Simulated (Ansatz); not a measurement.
Species: BNH$_{5}$, charge -1, singlet. BNH5- (SMILES [BH3-]N).
B3LYP-D3(BJ)/def2-TZVP minimum from Ansatz (a first-principles code):
```
B
H 1 1.2397
H 1 1.2397 2 108.63
H 1 1.2549 2 107.57 3 -116.16
N 1 1.5734 2 109.36 4 -124.55
H 5 1.0179 1 109.73 2 177.63
H 5 1.0179 6 104.35 1 117.50
```
Charge -1, spin multiplicity 1.

Total energies in aug-cc-pVDZ, 14 correlated electrons, 2 frozen orbitals. Open shells are spin-unrestricted; no spin-orbit coupling. Cores are frozen in correlated methods. No relativity.

```json
[
 {"method": "HF", "program": "Ansatz", "energy (Eh)": "-82.03957", "minus CCSDT(Q) (mEh)": "366.88"},
 {"method": "MP2", "program": "Ansatz", "energy (Eh)": "-82.36263", "minus CCSDT(Q) (mEh)": "43.83"},
 {"method": "CCSD", "program": "Ansatz", "energy (Eh)": "-82.39435", "minus CCSDT(Q) (mEh)": "12.11"},
 {"method": "CCSD(T)", "program": "Ansatz", "energy (Eh)": "-82.40512", "minus CCSDT(Q) (mEh)": "1.33"},
 {"method": "CCSDT(Q)", "program": "Ansatz", "energy (Eh)": "-82.40645", "minus CCSDT(Q) (mEh)": "0.00"}
]
```

Rough core times of Ansatz's runs on a shared machine: CCSD(T) under 20 s, CCSDT(Q) 6 min.
